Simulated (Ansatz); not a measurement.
Consider the ligand exchange at a Ga–O bond: `[OH][Ga]([OH])[SH]` + HCl → `[OH][Ga]([SH])[Cl]` + H₂O.

Gas-phase electronic energies from Ansatz, PBE0-D4/def2-TZVP geometries. CCSD(T)/CBS is the MP2 limit (def2-TZVPP, def2-QZVPP) plus CCSD(T) − MP2 in def2-TZVPP, frozen cores. This one scheme is used for every species. DFT in def2-TZVPP. B3LYP here is the variant with VWN-RPA as its local correlation; programs differ in this. For Ga outer-core shells are correlated without core-valence functions, which leaves a few kJ/mol of doubt a bond. Scalar relativity is left out up to krypton. Each species was taken in one conformer, which may not be the lowest.

```tsv
level	ΔE (kJ/mol)	difference from CCSD(T)/CBS
PBE-D4	-62.8	-0.7
PBE0-D4	-67.5	-5.4
ωB97X-V	-60.9	1.2
B2PLYP	-59.4	2.7
PBE	-61.3	0.8
r2SCAN	-62.5	-0.4
PBE0	-66.2	-4.1
B3LYP	-60.3	1.8
MP2/def2-TZVPP	-60.0	2.1
SCS-MP2/def2-TZVPP	-57.6	4.5
CCSD(T)/def2-TZVPP	-58.2	3.9
MP2/def2-QZVPP	-61.9	0.2
SCS-MP2/def2-QZVPP	-59.6	2.5
HF/CBS(def2)	-67.8	-5.7
MP2/CBS(def2)	-64.0	-1.9
CCSD/CBS(def2)	-62.7	-0.6
CCSD(T)/CBS	-62.1	0
```

Largest T1 diagnostic among the species: 0.014.

In def2-TZVPP, CCSD(T) changes the Hartree–Fock value by +10.8 kJ/mol (the triples alone add +0.6 kJ/mol) and MP2 by +8.9 kJ/mol. From PBE to PBE0 (25 % exact exchange), in def2-TZVPP and without D4, ΔE moves by −4.8 kJ/mol.
